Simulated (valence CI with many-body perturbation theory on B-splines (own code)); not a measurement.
## Hyperfine factors and g values of Er44+

Computed by valence CI with perturbative core correlation (CI+MBPT): six valence electrons over a frozen Dirac-Fock core [Ar], a basis of 7 s, 7 p, 8 d, 6 f, 4 g, 1 h functions for each j, with the one-electron correlation potential Σ1 (screened to all orders), the two-electron term Σ2, the three-electron term Σ3, Breit, model QED; selected single and double excitations, second order for the rest, scaled by the run's own slope (own B-spline code, finite nucleus).

No measured spectrum was set against this ion. As an estimate, large intervals hold to a few tenths of a per cent, small ones and those within an open d or f shell to about a per cent. Core correlation moves these levels by up to 12000 cm⁻¹, and in measured spectra 5 to 20 % of such shifts remained as error; rates that hang on mixing are uncertain with them. Among the levels kept, up to 1000 cm⁻¹ of a level comes from second order outside the variational space, and about a tenth of that is noise between levels of different J, which matters for small intervals. Only levels of the ground parity were solved; by the run's estimate the other parity begins above the list, which can be wrong where configurations are misplaced.

A/g_I is the dipole constant over the nuclear g factor μ/I (μ in nuclear magnetons, uniformly magnetised nucleus), B/Q the quadrupole constant per barn. Both hold the static response of the core; the bare values leave it out. Large factors of s and p1/2 electrons are usually good to 5 to 10 %; those of open d and f shells near neutrality can be off by tens of per cent, and small factors of p3/2, d and f electrons come from cancelling terms and can be off by a factor of two or in sign, in half-filled shells by more. B is blank for J = 1/2, where it vanishes, and for nearly pure S terms. Energies count from the lowest level. Levels with J = 0 are left out.

Levels are named by their leading jj configuration (3d3/2^4 stands for four electrons in 3d with j = 3/2), which in mixed levels can hold well under half, so a name can repeat and another be missing. Letters in brackets count levels of one name in rising energy.

| Level | E (eV) | g | A/g_I (MHz) | A/g_I bare | B/Q (MHz/b) | B/Q bare |
| --- | --- | --- | --- | --- | --- | --- |
| (3d3/2^4 3d5/2^2) J=4 | 0.00 | 1.262 | 26800 | 27500 | 48700 | 49200 |
| (3d3/2^4 3d5/2^2) J=2 | 6.68 | 1.287 | 26300 | 27100 | -26300 | -26600 |
| (3d3/2^3 3d5/2^3) J=3 [a] | 39.96 | 1.362 | 16500 | 17400 | 4090 | 4110 |
| (3d3/2^3 3d5/2^3) J=4 [a] | 41.99 | 1.167 | 29400 | 30000 | 40500 | 41000 |
| (3d3/2^3 3d5/2^3) J=1 [a] | 44.18 | 1.311 | 26300 | 27100 | -18500 | -18700 |
| (3d3/2^3 3d5/2^3) J=5 | 49.03 | 1.125 | 35300 | 35700 | 22500 | 22800 |
| (3d3/2^3 3d5/2^3) J=6 | 49.04 | 1.105 | 39300 | 39700 | -44800 | -45400 |
| (3d3/2^3 3d5/2^3) J=2 [a] | 54.78 | 0.963 | 48300 | 48300 | -36000 | -36400 |
| (3d3/2^3 3d5/2^3) J=3 [b] | 55.98 | 1.055 | 42900 | 43200 | 15500 | 15700 |
| (3d3/2^3 3d5/2^3) J=4 [b] | 67.71 | 1.043 | 44100 | 44300 | -32000 | -32400 |
| (3d3/2^3 3d5/2^3) J=2 [b] | 67.77 | 1.116 | 37200 | 37600 | 59500 | 60200 |
| (3d3/2^3 3d5/2^3) J=1 [b] | 68.34 | 1.144 | 23000 | 23500 | 36800 | 37200 |
| (3d3/2^3 3d5/2^3) J=3 [c] | 70.63 | 1.060 | 43400 | 43700 | -57900 | -58600 |
| (3d3/2^2 3d5/2^4) J=2 [a] | 85.58 | 1.441 | 4220 | 5360 | -8900 | -9000 |
| (3d3/2^2 3d5/2^4) J=4 [a] | 91.27 | 1.092 | 37600 | 37900 | 6850 | 7010 |
| (3d3/2^2 3d5/2^4) J=3 [a] | 94.48 | 1.202 | 26300 | 26900 | -22600 | -22900 |
| (3d3/2^2 3d5/2^4) J=5 | 94.90 | 1.091 | 40200 | 40600 | -34700 | -35000 |
| (3d3/2^2 3d5/2^4) J=6 | 98.09 | 1.044 | 43700 | 43900 | -50100 | -50600 |
| (3d3/2^2 3d5/2^4) J=3 [b] | 100.58 | 0.956 | 50400 | 50400 | 1970 | 2000 |
| (3d3/2^2 3d5/2^4) J=1 | 103.66 | 1.018 | 47400 | 47500 | -17100 | -17300 |
| (3d3/2^2 3d5/2^4) J=4 [b] | 105.32 | 1.047 | 45100 | 45300 | -945 | -988 |
| (3d3/2^2 3d5/2^4) J=2 [b] | 106.22 | 1.047 | 43800 | 44000 | -32600 | -33000 |
| (3d3/2^2 3d5/2^4) J=2 [c] | 116.26 | 0.857 | 59500 | 59300 | -4570 | -4590 |
| (3d3/2^2 3d5/2^4) J=4 [c] | 120.06 | 1.153 | 32400 | 32800 | -50700 | -51300 |
| (3d3/2^2 3d5/2^4) J=2 [d] | 136.61 | 1.018 | 45000 | 45100 | 58100 | 58900 |
| (3d3/2 3d5/2^5) J=1 | 136.65 | 1.492 | -4820 | -3560 | -10700 | -10800 |
| (3d3/2 3d5/2^5) J=4 | 148.22 | 1.023 | 45400 | 45500 | -22900 | -23100 |
| (3d3/2 3d5/2^5) J=2 | 153.51 | 1.199 | 30600 | 31200 | -60400 | -61100 |
| (3d3/2 3d5/2^5) J=3 | 155.28 | 1.060 | 41600 | 41900 | -55500 | -56100 |

(1) Take the isotope of mass number 167, with I = 7/2, μ = -0.5623 μN and Q = 3.57 b. What is the hyperfine structure of (3d3/2^3 3d5/2^3) J=5?

Answers

(1) From the table A = -5680 MHz, B = 80500 MHz. Shifts from the centre of gravity in MHz: F = 3/2: 154000, F = 5/2: 128000, F = 7/2: 92900, F = 9/2: 52900, F = 11/2: 11200, F = 13/2: -28300, F = 15/2: -60300, F = 17/2: -79300.
